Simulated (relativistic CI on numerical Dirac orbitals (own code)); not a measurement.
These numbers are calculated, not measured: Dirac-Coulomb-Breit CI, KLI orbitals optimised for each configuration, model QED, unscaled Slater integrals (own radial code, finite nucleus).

Configurations in the expansion (outside the closed core [Ar] 3d10): 4s²4p⁵, 4s4p⁶, 4s²4p⁴4d, 4s4p⁵4d, 4s²4p⁴4f, 4s4p⁵4f, 4p⁶4d, 4s4p⁴4d², 4s²4p³4d4f, 4p⁶4f, 4s²4p⁴5s, 4p⁵4d4f, 4s4p⁴4f², 4p⁶5s, 4s²4p⁴5p, 4s4p⁴4d5s, 4s²4p³4f5s, 4s4p⁵5s, 4s²4p⁴5d, 4s4p⁵5p, 4s²4p⁴5f, 4s²4p⁴5g, 4s4p⁵5d, 4p⁵4f5s, 4s²4p⁴6s, 4s4p⁵5f, 4s²4p⁴6p, 4s²4p³4d², 4s²4p²4d³, 4s4p³4d³, 4s²4p²4d²4f, 4s4p³4d²4f, 4s²4p²4d²5s, 4p⁵4d², 4p⁴4d³, 4p⁴4d²4f, 4p⁴4d²5s, 4p⁵4d5s, 4p⁴4d4f5s, 4p⁴4d5s², 4s²4p³5s², 4s²4p²4d5s², 4s4p³4d5s², 4s²4p²4f5s², 4s4p³4f5s². Double excitations out of closed p, d and f shells are left out; levels of such configurations are missing from the list, as are those of other unlisted configurations, and high levels can miss mixing partners. These lack a partner that the ground configuration has and come out too high: 4s²4p⁴5p, 4s4p⁵5s, 4s²4p⁴5d, 4s4p⁵5p, 4s²4p⁴5f.

At this charge energies of transitions that change n are usually good to better than 1 %, and those within a shell (Δn = 0) to a few per cent.

Outline of the computed level scheme of Ho XXXIII. Lowest level of each configuration: 4s²4p⁵ ²P°3/2 at 0.000 eV; 4s²4p⁴4d ⁴P1/2 at 124.553 eV; 4s4p⁵4d ⁴P°1/2 at 253.651 eV; 4s²4p³4d² ⁴D°1/2 at 256.352 eV.

Some strong electric-dipole decays among the lowest 45 levels: 4s²4p⁴4d ²S1/2 → 4s²4p⁵ ²P°3/2 (1.5e+12 s⁻¹); 4s²4p⁴4d ²D5/2 → 4s²4p⁵ ²P°3/2 (1.4e+12 s⁻¹); 4s²4p⁴4d ²D3/2 → 4s²4p⁵ ²P°1/2 (1.1e+12 s⁻¹); 4s²4p⁴4d ²P3/2 → 4s²4p⁵ ²P°3/2 (1.1e+12 s⁻¹); 4s²4p⁴4d ²P1/2 → 4s²4p⁵ ²P°1/2 (9.5e+11 s⁻¹); 4s²4p⁴4d ²D3/2 → 4s²4p⁵ ²P°1/2 (3.7e+11 s⁻¹); 4s²4p⁴4d ²D5/2 → 4s²4p⁵ ²P°3/2 (2.9e+11 s⁻¹); 4s²4p⁴4d ⁴P1/2 → 4s²4p⁵ ²P°3/2 (2.8e+11 s⁻¹).

LS names give the leading component of a level, which can be under half, so a name can repeat, a term be missing and a line seem to break the LS rules.
